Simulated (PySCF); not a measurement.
# GeTe⁺: energy against distance

Set-up: PySCF, scalar-relativistic core potentials, basis sets Ge def2-SVP, Te def2-SVP with ECP28. Energies in eV from Ge⁺ + Te in their ground configurations at the same level. All curves are PBE0. state 1: ²Π (doublet), unpaired electrons π ↑; state 2: ²Σ⁺ (doublet), unpaired electrons σ ↑, a second solution, started from another occupation; state 3: ⁴Π (quartet), unpaired electrons π ↑↑↑, a second solution, started from another occupation.

```
R (Å)  state 1  state 2  state 3
2.149   -2.129   -2.423    1.305
2.249   -2.810   -2.736    0.182
2.349   -3.179   -2.802   -0.599
2.424   -3.307   -2.743   -1.016
2.499   -3.341   -2.621   -1.324
2.574   -3.304   -2.455   -1.544
2.674   -3.176   -2.195   -1.734
2.799   -2.937   -1.856   -1.849
2.949   -2.608   -1.485   -1.868
3.149   -2.193   -1.077   -1.777
```

Problem. Put a parabola through the three lowest points of the state 1 curve and estimate Re, k and ωe (reduced mass 47.11 u; 1 eV/Å² = 0.16022 mdyn/Å; ωe = 1302.8·√(k/μ) cm⁻¹).

Solution. Through R = 2.424, 2.499, 2.574 Å the second-order coefficient is 6.31 eV/Å², so Re ≈ 2.497 Å, k ≈ 2.02 mdyn/Å and ωe ≈ 270 cm⁻¹. A polynomial fit of higher order to the unrounded PBE0 energies gives Re = 2.494 Å, k = 2.06 mdyn/Å, ωe = 272 cm⁻¹; anharmonicity and rounding make the difference.

The higher-order fit for each curve: state 1: Re = 2.494 Å, ωe = 272 cm⁻¹, De = 3.34 eV; state 2: Re = 2.334 Å, ωe = 311 cm⁻¹, minimum 2.80 eV below the ground-state fragments; state 3: Re = 2.900 Å, ωe = 154 cm⁻¹, minimum 1.87 eV below the ground-state fragments.

⟨S²⟩ of the unrestricted solution departs from its pure value on part of the curve, where spin states mix. These are scalar-relativistic numbers at best; spin–orbit coupling would shift them, the dissociation energy most. For an ion De counts to the pair picked by the measured ionisation energies or electron affinities, which need not be the lowest pair at this level. The state was picked by a PBE0 search and need not be the measured ground state.
